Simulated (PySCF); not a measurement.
C3H4ClFSi, SMILES FC1=C(Cl)C[SiH2]1.

The structure is a stationary point at ωB97X-D3(BJ)/def2-SVP. This is a generated structure with no PubChem entry under its InChIKey; it may be hypothetical.

Two levels are set side by side: PBE/def2-TZVP (PySCF) and ωB97X/def2-TZVP (PySCF). Same geometry, gas phase. Differences are taken from unrounded values.

```json
[
 {"quantity": "orbital gap (eV)", "ωB97X": "11.44", "PBE": "4.87", "PBE minus ωB97X": "-6.57"},
 {"quantity": "highest occupied level (eV)", "ωB97X": "-9.57", "PBE": "-6.14", "PBE minus ωB97X": "3.44"},
 {"quantity": "lowest empty level (eV)", "ωB97X": "1.86", "PBE": "-1.27", "PBE minus ωB97X": "-3.14"},
 {"quantity": "dipole moment (D)", "ωB97X": "2.32", "PBE": "1.99", "PBE minus ωB97X": "-0.33"},
 {"quantity": "mean polarisability (bohr³)", "ωB97X": "71.1", "PBE": "75.1", "PBE minus ωB97X": "4.1"}
]
```

Without exact exchange PBE keeps part of each electron's self-repulsion, which lifts occupied levels and narrows the gap. Loosely held outer electrons make PBE densities more polarisable. Differences between two approximate levels are no errors against the true value.

Rough cost on one machine, each run with all the roots and properties that it gave: ωB97X against PBE within a factor of 2.
